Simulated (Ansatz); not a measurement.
Basis-set extrapolation for C₇H₁₂O₃ (`COC(=O)CC(=O)C(C)C`) (PBE0-D4/def2-TZVP geometry, frozen core, the Gaussian-basis code of Ansatz). Multiplicity 1, RHF reference.

|  | def2-TZVPP | def2-QZVPP |
| --- | --- | --- |
| HF | -496.866646 | -496.889048 |
| MP2 correlation | -1.865109 | -1.994956 |
| CCSD(T) correlation | -2.003102 | not run |

Energies in hartree. Use E(X) = E(∞) + A·exp(−7.88·√X) for Hartree–Fock and E(X) = E(∞) + B·X^(−2.97) for correlation, with X = 3 and 4, and add CCSD(T) minus MP2 of the smaller set to the MP2 limit.

Task: What is the CCSD(T) energy at the basis-set limit?

Result: HF limit: -496.889048 + (-0.022402) × 0.13774 = -496.89213. MP2 limit: -1.994956 + (-0.129847) × 0.74074 = -2.09114. Higher-order term: -2.003102 − (-1.865109) = -0.13799. Total: -499.12126 hartree, 660.3 kJ/mol below CCSD(T)/def2-TZVPP.
